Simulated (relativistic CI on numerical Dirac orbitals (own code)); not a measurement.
# d2 in a ligand field

Computed with a parametric ligand-field model of a d^n configuration (Racah B and C, spin-orbit zeta, crystal field), exact diagonalisation.

Field parameters in Wybourne normalisation: D3d B²₀ = −7Dσ, B⁴₀ = −14Dq − 21Dτ, B⁴₃ = −14√(10/7) Dq; D4h B²₀ = −7Ds, B⁴₀ = 21(Dq − Dt), B⁴₄ = 21√(5/14) Dq; Oh B⁴₀ = 21Dq, B⁴₄ = √(5/14) B⁴₀; Td as Oh with Dq negative (B⁴₀ = 21Dq, B⁴₄ = √(5/14) B⁴₀). The field is a parameter set, without covalency.

Task: A d2 ion in Oh symmetry has the ground term 3T1 and bands at 3T2 2724 cm⁻¹, 3A2 5974 cm⁻¹ (1674 nm), 1T2 12203 cm⁻¹ (820 nm), 1E 12855 cm⁻¹ (778 nm), 3T1 13748 cm⁻¹ (727 nm), 1T2 18086 cm⁻¹ (553 nm). Which parameters reproduce them?

Result: B = 770, C = 3750, ζ = 0 cm⁻¹, Oh, 10Dq = 3250 cm⁻¹.

Task: Ground term and bands for B = 680, C = 2380, ζ = 0 cm⁻¹, D3d, 10Dq = 39000, Dσ = -1200, Dτ = 340 cm⁻¹?

Result: Ground term 3A2 with 0.00 electrons in the two orbitals of the cubic e set. Spin-allowed: 3E 540 cm⁻¹, 3A1 38733 cm⁻¹ (258 nm), 3E 39385 cm⁻¹ (254 nm), 3A2 46521 cm⁻¹ (215 nm). Lowest spin-forbidden: 1E 8676 cm⁻¹ (1153 nm), 1E 9823 cm⁻¹ (1018 nm), 1A1 9928 cm⁻¹ (1007 nm).

Task: Ground term and bands for B = 840, C = 3110, ζ = 0 cm⁻¹, Td, 10Dq = -1450 cm⁻¹?

Result: Ground term 3A2 with 2.00 electrons in the two orbitals of the cubic e set. Spin-allowed: 3T2 1450 cm⁻¹, 3T1 2581 cm⁻¹, 3T1 14369 cm⁻¹ (696 nm). Lowest spin-forbidden: 1E 11351 cm⁻¹ (881 nm), 1T2 12408 cm⁻¹ (806 nm), 1A1 17378 cm⁻¹ (575 nm). With an A2 ground term the first spin-allowed band lies at |10Dq| itself.

Task: Ground term and bands for B = 450, C = 1980, ζ = 0 cm⁻¹, D3d, 10Dq = 36400, Dσ = -1200, Dτ = -200 cm⁻¹?

Result: Ground term 3A2 with 0.00 electrons in the two orbitals of the cubic e set. Spin-allowed: 3E 4619 cm⁻¹ (2165 nm), 3A1 35939 cm⁻¹ (278 nm), 3E 37456 cm⁻¹ (267 nm), 3A2 41268 cm⁻¹ (242 nm). Lowest spin-forbidden: 1E 6636 cm⁻¹ (1507 nm), 1A1 10493 cm⁻¹ (953 nm), 1E 11488 cm⁻¹ (870 nm).

Task: Ground term and bands for B = 760, C = 2830, ζ = 0 cm⁻¹, D4h, 10Dq = 32600, Ds = -1500, Dt = -220 cm⁻¹?

Result: Ground term 3E with 0.01 electrons in the two orbitals of the cubic e set. Spin-allowed: 3A2 3238 cm⁻¹ (3089 nm), 3E 31883 cm⁻¹ (314 nm), 3B2 34483 cm⁻¹ (290 nm), 3A2 37128 cm⁻¹ (269 nm). Lowest spin-forbidden: 1A1 8854 cm⁻¹ (1129 nm), 1E 10476 cm⁻¹ (955 nm), 1B2 13868 cm⁻¹ (721 nm).
